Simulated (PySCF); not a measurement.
PBE on S (sulfur, neutral), [Ne] 3s2 3p3 3d1, high-spin 5D determinant (an excited configuration). Computed with PySCF 2.14 in aug-cc-pwCVTZ, with the non-relativistic Hamiltonian (point nucleus).

```
cycle= 1 E= -397.618901229199  delta_E= -0.00889  |g|= 0.014  |ddm|= 0.222
cycle= 2 E= -397.618960471703  delta_E= -5.92e-05  |g|= 0.00695  |ddm|= 0.05
cycle= 3 E= -397.618993431806  delta_E= -3.3e-05  |g|= 0.0026  |ddm|= 0.0205
cycle= 4 E= -397.618994978287  delta_E= -1.55e-06  |g|= 7.44e-05  |ddm|= 0.00303
cycle= 5 E= -397.618994980591  delta_E= -2.3e-09  |g|= 1.01e-05  |ddm|= 7.16e-05
cycle= 6 E= -397.618994980657  delta_E= -6.6e-11  |g|= 1.4e-06  |ddm|= 1.58e-05
converged SCF energy = -397.618994980657  <S^2> = 6.000402  2S+1 = 5.0001608
```

Highest occupied orbital energy: 1.480 eV; ⟨L²⟩ = 6.01; populations by l: s 6.00, p 9.00, d 1.00, f 0.00.

Question: Can this result be used?

Answer: Not for this state. The calculation finished and met its thresholds. The outer electron is Rydberg-like, and this basis confines it to a smaller radius and binds it less than a complete one would. At PBE the highest occupied level has a positive energy, so only the finite basis holds that electron; for this excited configuration the basis is too tight for the outer shell.
